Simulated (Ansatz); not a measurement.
A nudged elastic band was laid between two geometries of F3H3Si2 + FH (10 atoms, charge 0, multiplicity 1).

Level of theory: RKS B3LYP-D4/def2-SVP (Ansatz).

```json
{"movable images": "7", "climbing image": "yes", "spring": "5.0 eV/Å²", "optimiser": "quadratic models (default)", "start path": "through a guess of the saddle point", "force threshold": "0.03 eV/Å", "iteration limit": "60", "end points": "relaxed"}
```

First end point:

```xyz
10
Properties=species:S:1:pos:R:3
Si -0.976 0.548 0.352
Si 0.474 -1.279 0.318
F -2.098 0.527 -0.801
F -1.748 0.702 1.758
F -0.182 1.970 0.166
H 1.021 1.615 -1.142
F 1.241 0.871 -1.663
H -0.092 -2.304 1.241
H 0.565 -1.822 -1.059
H 1.795 -0.826 0.830
```

Last end point:

```xyz
10
Properties=species:S:1:pos:R:3
Si -1.318 1.409 -0.343
Si 1.320 -1.412 0.346
F -2.715 2.166 -0.408
F -1.567 -0.159 -0.491
F -0.623 1.705 1.055
H 1.370 -0.206 -0.532
F -0.388 1.914 -1.530
H 0.527 -1.096 1.567
H 0.686 -2.535 -0.399
H 2.709 -1.786 0.735
```

(1) Which bonds break or form, and what moves?

(2) Give the energies along the band, and the barrier.

(3) What is the geometry of the highest image?

Answers

(1) Bonds broken: Si1–Si2, H6–F7. Bonds formed: Si1–F7, Si2–H6. F3H3Si2 + FH becomes F4Si + H4Si.

(2) It converged. The highest image is number 4 of 0 to 8, 161.0 kJ/mol above the first end and 279.5 kJ/mol above the last; the last end lies 118.5 kJ/mol below the first. Neighbouring images differ by up to 2.2 eV, so the band resolves the path poorly. A vibrational analysis at the climbing image gives one clearly imaginary mode, 1116i cm⁻¹: a first-order saddle point. The orbitals stay closed-shell, which can raise the energy where a bond breaks towards radicals; this wasn't checked here.

```tsv
image	path coordinate (Å)	energy (kJ/mol)	Si1–Si2 (Å)	H6–F7 (Å)	Si1–F7 (Å)
0	0.00	0.0	2.33	0.93	3.01
1	1.36	5.5	2.33	0.93	2.90
2	2.71	12.3	2.33	0.93	2.88
3	4.07	31.8	2.34	0.93	2.61
4	5.42	161.0	2.57	1.18	1.88
5	6.70	-47.7	3.35	1.91	1.61
6	7.98	-115.8	4.06	2.48	1.59
7	9.25	-117.5	4.13	2.78	1.59
8	10.53	-118.5	3.92	2.93	1.59
```

(3) 
```xyz
10
Properties=species:S:1:pos:R:3
Si -0.775 0.888 -0.082
Si 0.696 -1.197 0.256
F -1.660 1.082 -1.407
F -1.760 -0.095 0.776
F -0.696 2.142 0.917
H 0.868 0.446 -0.564
F 0.733 1.531 -1.001
H 0.691 -1.242 1.738
H -0.188 -2.205 -0.377
H 2.091 -1.349 -0.255
```

Run time: 9.3 min on 2 threads of Intel(R) Xeon(R) Platinum 8375C CPU @ 2.90GHz (Ice Lake), on a shared host, peak memory 0.3 GiB.
